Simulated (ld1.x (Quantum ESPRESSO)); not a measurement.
# What one change does to a pseudopotential (ruthenium (Ru), TM)

```json
{
 "Element": "Ru (Z = 44)",
 "Generator": "ld1.x (Quantum ESPRESSO) 7.5",
 "Type": "norm-conserving Troullier–Martins (Kleinman–Bylander form)",
 "Functional": "PBE",
 "Relativity": "fully relativistic",
 "Frozen core": "[Kr]",
 "Valence charge": "8",
 "Reference configuration": "4d6 5s2 5p0",
 "Partial waves": "5s (bound): rc 2.30 bohr; 4d (bound): rc 1.80 bohr; 5p (bound, empty): rc 2.80 bohr",
 "Local potential": "the p channel",
 "Core correction": "none"
}
```

Open shells are filled in proportion to 2j + 1 (rel_dist='average').

Change: all radii scaled by about 0.76 (s 1.74, p 2.12, d 1.36 bohr).

Cutoffs: the cutoffs (Ry, on a coarse ladder) from which the occupation-weighted sum of valence levels, in a spherical-Bessel basis at the reference potential, stays within 10 and 1 mRy of its value at 400 Ry; they do not see the model core or the augmentation charge, which bear on the density cutoff. Errors are all-electron minus pseudo energies relative to the spin-unpolarised reference configuration.

Q: Predict the effect on cutoff, ghosts and configuration errors.

A: The potential gets harder (50 Ry and 60 Ry → 60 Ry and 110 Ry); of the 7 tests that both files solve, the error grows in 1 and shrinks in 5 by more than 15 % and 0.3 meV (median size 120.8 → 70.5 meV); neither file shows a bound ghost at the reference potential, the only one tested. A smaller radius makes the pseudo-wave follow the all-electron one further in, where it bends more sharply, so more plane waves are needed.

| quantity | base | changed |
| --- | --- | --- |
| cutoff, loose | 50 Ry | 60 Ry |
| cutoff, tight | 60 Ry | 110 Ry |
| loose cutoff by channel (10 mRy a level) | s 6 Ry, d 40 Ry | s 25 Ry, d 45 Ry |
| bound ghosts | none | none |
| error for 4d7 5s1 5p0, meV [ΔE -1.70 eV] | -121 | -39 |
| error for 4d7 5s0 5p0, meV [ΔE 5.59 eV] | -139 | +17 |
| error for 4d6 5s0 5p0, meV [ΔE 23.78 eV] | +49 | +133 |
| error for 4d5 5s0 5p0, meV [ΔE 54.40 eV] | -91 | -70 |
| error for 4d7.5 5s0.5 5p0, meV [ΔE -2.02 eV] | -258 | -101 |
| error for 4d7 5s0 5p1, meV [ΔE 1.76 eV] | -120 | +3.1 |
| error for 4d4 5s0 5p0, meV [ΔE 98.91 eV] | -594 | -669 |

Changed file: These tests converged, but a pseudo level misses the all-electron one widely, so the file describes the atom poorly there or has found another state: 4d4 5s0 5p0: empty 5p by 7.1 eV (a node warning on the way).
